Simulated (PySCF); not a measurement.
A small calculation by hand: chemical shift, span and skew from a shielding tensor

Be(SH)(OSiH3) (BeH4OSSi), SMILES [Be]([SH])[O][SiH3]. Atoms are numbered in the order given.

```xyz
8

Be     0.2368     0.3403     0.5817
S      0.9139     1.2194     2.1379
H      1.9552     0.3421     2.2317
O     -0.2836    -0.2983    -0.5762
Si    -0.8662    -1.0658    -1.9358
H     -2.3180    -1.4086    -1.7463
H     -0.0886    -2.3309    -2.1750
H     -0.7230    -0.1670    -3.1330
```
Charge 0, spin multiplicity 1.

Geometry: PBE-D3(BJ)/def2-SVP. The values are those of a single conformer.

GIAO shieldings from PySCF with KT2/pcSseg-1, non-relativistic, no solvent. The symmetric part of the tensor of Si5 has the principal values 351.4, 353.0, 480.9 ppm. The same nucleus in TMS has σ = 361.9 ppm at this level (PySCF, at its B3LYP-D3(BJ)/def2-TZVP geometry).

Question: Work out the isotropic shielding, the ²⁹Si shift against TMS, the span and the skew.

Answer: 
σ(iso) = (σ11 + σ22 + σ33)/3 = 395.1 ppm. δ = σ(ref) − σ(iso) = 361.9 − (395.1) = -33.2 ppm.
Span Ω = σ33 − σ11 = 129.5 ppm. Skew κ = 3(σ(iso) − σ22)/Ω = 0.98, an axial tensor. Tumbling in solution averages the tensor to δ; in a static solid the shielding alone would spread this spin-1/2 line over Ω.
